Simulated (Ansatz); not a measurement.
Problem. Name a neutral molecule of C, O, Si and H with HOMO–LUMO gap (PBE0/def2-TZVPP) between 6.85 and 7.15 eV and size of the dipole moment (ωB97M-V/def2-TZVPP) between 0.95 and 1.25 D (Ansatz, PBE0-D4/def2-TZVP geometry).

Solution. `C=C(O)[SiH3]` (6.92 eV, 1.20 D). Other molecules can fit too; these were computed, each in one conformer that needn't be the lowest.
